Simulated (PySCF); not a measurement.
The numbers below are computed, except where a source is named.
## Si4H9O

The system: Si4H9O, a small molecule (built as: Si site whose three back bonds go to SiH3, SiH3, OSiH3); neutral, doublet. The structure, one conformer, was relaxed in the gas phase by PBE0-D3(BJ)/def2-SVP. No frequency run checks that it is a minimum.

SMILES: [SiH3]O[Si]([SiH3])[SiH3]

```xyz
14

Si    0.034    0.584   -0.782
Si    0.217    2.598    0.402
Si    1.901   -0.826   -0.560
O    -1.381   -0.184   -0.329
Si   -2.002   -1.658    0.122
H     0.201    2.370    1.883
H     1.513    3.242    0.024
H    -0.908    3.516    0.051
H     1.790   -2.004   -1.475
H     3.106   -0.023   -0.939
H     2.078   -1.333    0.839
H    -2.970   -2.129   -0.908
H    -2.696   -1.516    1.434
H    -0.890   -2.652    0.253
```
Atoms count from 1 in this order.

EPR values by unrestricted B3LYP, IGLO-III on O Si, pcH-1 on H.

(1) Predict g and the largest hyperfine couplings. Where does the spin sit?

(2) How do the isotropic couplings move with BHandHLYP?

Results:

(1) g = 2.0014, 2.0020, 2.0065. The spin sits on Si1 (84 %, bonded to 1 O + 2 Si) by Mulliken populations.
| atom | isotope | isotropic (MHz) | dipolar, principal values (MHz) |
| --- | --- | --- | --- |
| Si1 | 29Si | -439.0 | -144.1, 71.0, 73.1 |
| H11 | 1H | 64.0 | -2.3, -0.2, 2.6 |
| H6 | 1H | 62.5 | -2.4, -0.3, 2.7 |
| Si2 | 29Si | -49.2 | -13.1, 5.1, 8.0 |
| Si3 | 29Si | -42.4 | -11.7, 4.4, 7.4 |
| O4 | 17O | -24.9 | -24.0, 11.6, 12.4 |

(2) Si1 -439.0 to -474.1 MHz, H11 64.0 to 62.7 MHz, H6 62.5 to 61.1 MHz, Si2 -49.2 to -48.6 MHz.
